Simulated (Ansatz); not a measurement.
Reaction (ligand exchange at the Al–C bond): `C=C[CH2][AlH][Cl]` + `[SiH3]N[SiH3]` → `[SiH3][N]([SiH3])[AlH][Cl]` + `C=CC`

Computed with Ansatz on PBE0-D4/def2-TZVP structures; ΔE is electronic, products minus reactants. CCSD(T)/CBS is the MP2 limit (def2-TZVPP, def2-QZVPP) plus CCSD(T) − MP2 in def2-TZVPP, frozen cores. This one scheme is used for every species. DFT in def2-TZVPP. One conformer a species, not always the lowest.

```
           level  ΔE (eV)
         BLYP-D4    -1.10
          B97M-V    -1.02
        BHLYP-D4    -1.17
          B2PLYP    -1.09
         r2SCAN0    -0.97
       CAM-B3LYP    -1.09
CCSD(T)/def2-SVP    -1.23
  MP2/def2-TZVPP    -1.08
```

Question: What does CCSD(T)/CBS give? (Estimate.)

Answer: The calculation gave: -1.10 eV. The listed levels differ from it by 0.00, 0.08, -0.07, 0.01, 0.13, 0.01, -0.13, 0.02 eV.

Largest T1 diagnostic among the species: 0.011.

At CCSD(T), def2-SVP lies −0.13 eV from the extrapolated value and def2-TZVPP −0.01 eV. From BLYP to BHLYP (50 % exact exchange), in def2-TZVPP and without D4, ΔE moves by −0.06 eV. The D4 term adds −0.04 eV with B3LYP and −0.02 eV with PBE0; it sums over pairs of atoms, weighted by their polarisabilities, and B3LYP, whose exchange is more repulsive, gets the larger term.

B3LYP here is the variant with VWN-RPA as its local correlation; programs differ in this.
